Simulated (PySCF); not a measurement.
C₄H₁₆Al₂N₂, SMILES [CH3][Al-]1([CH3])[NH2+][Al-]([CH3])([CH3])[NH2+]1.

Coordinates come from a r2SCAN-D4/def2-SVP optimisation.

Computed with TDA-PBE/def2-SVP (PySCF 2.14.0).

Vertical excitations. The molecule is in vacuum. State labels are in the subgroup D2h.

```
state  symmetry  energy (eV)  λ (nm)      f                            main pairs
-----  --------  -----------  ------  -----  ------------------------------------
S1          B2u         5.97     208  0.052                        HOMO→LUMO 99 %
S2          B3g         5.98     207  0.000                      HOMO−1→LUMO 99 %
S3          B1u         6.17     201  0.086                      HOMO−2→LUMO 99 %
S4          B1g         6.30     197  0.000                     HOMO→LUMO+1 100 %
S5           Au         6.33     196  0.000                   HOMO−1→LUMO+1 100 %
S6          B2g         6.48     191  0.000                   HOMO−2→LUMO+1 100 %
S7          B3g         7.10     175  0.000                      HOMO→LUMO+2 93 %
S8          B2u         7.12     174  0.039                    HOMO−1→LUMO+2 91 %
S9           Ag         7.20     172  0.000  HOMO−3→LUMO 76 %, HOMO−2→LUMO+2 15 %
S10          Ag         7.22     172  0.000  HOMO→LUMO+3 53 %, HOMO−2→LUMO+2 46 %
T1          B2u         5.82     213      0                       HOMO→LUMO 100 %
T2          B3g         5.85     212      0                     HOMO−1→LUMO 100 %
T3          B1u         5.98     207      0                     HOMO−2→LUMO 100 %
T4          B1g         6.19     200      0                     HOMO→LUMO+1 100 %
```
Triplets are in the Tamm–Dancoff approximation.
